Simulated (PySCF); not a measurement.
Cd(OH)2 (CdH2O2), SMILES [OH][Cd][OH]. Atoms are numbered in the order given.

```xyz
5

Cd     0.0000     0.0000     0.0113
O      0.0000     1.9687    -0.1259
H      0.0000     2.3965     0.7368
O      0.0000    -1.9687    -0.1259
H      0.0000    -2.3965     0.7368
```
Charge 0, spin multiplicity 1.

The structure is a stationary point at B3LYP-D3(BJ)/def2-TZVP. The geometry has at least one imaginary mode, so it is a saddle point at that level. The def2 effective core potentials stand for the cores of Cd; spin–orbit coupling is left out. Other conformers were not sampled.

Computed with CAM-B3LYP/def2-TZVPD in PySCF.

Symmetry labels are those of the subgroup C2v that the program uses (full group C2v).

Question: List the valence orbital energies around the gap with their symmetry. (An estimate is asked for; the answer gives what the named calculation found.)

Answer: 
| orbital | symmetry | energy (eV) |
|---|---|---|
| HOMO−7 | A1 | -16.86 |
| HOMO−6 | B1 | -16.86 |
| HOMO−5 | A1 | -13.61 |
| HOMO−4 | B2 | -13.52 |
| HOMO−3 | A1 | -10.80 |
| HOMO−2 | B2 | -10.20 |
| HOMO−1 | B1 | -10.11 |
| HOMO | A2 | -9.50 |
| LUMO | A1 | -0.87 |
| LUMO+1 | A1 | 0.50 |
| LUMO+2 | B1 | 0.77 |
| LUMO+3 | B2 | 1.07 |
